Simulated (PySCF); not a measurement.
Vertical excitations of a molecule C2H5NO2Si from PySCF with TDA-PBE/def2-SVPD, as energy in eV (oscillator strength): 6.02 (0.001), 6.47 (0.001), 6.57 (0.000), 6.76 (0.006), 6.84 (0.032), 6.89 (0.021), 6.95 (0.018), 7.06 (0.000), 7.33 (0.008), 7.35 (0.000). Lowest triplet (TDA): 5.81 eV. Geometry optimised at B3LYP-D3(BJ)/def2-SVP. Other conformers were not sampled.

### Question
Pick the molecule that these values belong to.
A) O[Si@@H]1CN=CO1
B) CO[SiH2]N=C=O
C) C=C1O[SiH](N)O1
D) CO[Si@@H]1N=CO1

### Answer
B, CO[SiH2]N=C=O
